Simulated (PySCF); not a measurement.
A GIAO shielding run with PySCF (density fitting, non-relativistic, gas phase) on `InChI=1S/C5H8N2S/c1-4(2)5-7-6-3-8-5/h3-4H,1-2H3`:

```
$ OMP_NUM_THREADS=1 python probes_run.py task.json out

{"job": {"kind": "nmr", "xc": "PBE0", "basis": "pcSseg-1"}, "charge": 0, "multiplicity": 1}
C     -1.293124     1.306523     0.577492
C     -0.743226    -0.120205     0.648818
C     -1.469969    -1.032771    -0.341859
C      0.711541    -0.105639     0.333587
N      1.215826     0.286286    -0.779832
N      2.535805     0.214074    -0.841334
C      3.073715    -0.236560     0.229585
S      1.936933    -0.635321     1.479702
H     -0.790254     1.948464     1.297256
H     -2.357480     1.303861     0.797721
H     -1.137409     1.712700    -0.418146
H     -0.875074    -0.508280     1.664039
H     -1.092385    -2.050802    -0.276435
H     -2.534597    -1.042389    -0.122618
H     -1.316694    -0.669645    -1.354376
H      4.128794    -0.361352     0.362475
```

Hardware: 1 thread of an Arm Neoverse V1, shared host. The job also computes population analyses, field gradients, ring-centre shieldings.

Question: How large is the calculation?

Answer: 68 electrons, 183 basis functions and 960 auxiliary functions.

Question: How long does it take, and how much memory does it need?

Answer: 36 s of wall time, with 14 SCF cycles and 5 response iterations; peak memory 0.82 GiB. Times on a shared host scatter by some tens of per cent.
